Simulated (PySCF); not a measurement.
## Working with the constants of ZrO

PBE constants of ZrO, ³Δ (triplet), unpaired electrons σ ↑, δ ↑ (Zr def2-TZVPPD with ECP28, O def2-TZVPPD; scalar-relativistic core potentials (PySCF 2.14); masses 89.9047 and 15.9949 u):

```
ωe              : 937.2 cm⁻¹
ωexe            : 3.21 cm⁻¹
Be              : 0.41115 cm⁻¹
αe              : 0.00192 cm⁻¹
D (centrifugal) : 3.17e-07 cm⁻¹
```

**Question.** Give the vibrational terms G(v) and spacings up to v = 6.

**Answer.** G(v) = ωe(v+½) − ωexe(v+½)².

```
v  G(v) (cm⁻¹)  G(v) − G(v−1)  Bv (cm⁻¹)
0        467.8                    0.4102
1       1398.6          930.8     0.4083
2       2322.9          924.4     0.4063
3       3240.9          917.9     0.4044
4       4152.4          911.5     0.4025
5       5057.5          905.1     0.4006
6       5956.2          898.7     0.3987
```

The measured ground state is X ¹Σ+ (Huber and Herzberg, Constants of Diatomic Molecules (1979)), not the state shown. De is left out where the level can put another filling of the metal’s s and d shells below the measured ground configuration, by anything from nothing to about 1 eV. Spin–orbit coupling is left out, which matters for elements this heavy, above all for dissociation energies. The state is the lowest single determinant that the PBE0 search found; with open d or f shells the true ground state can be another one.
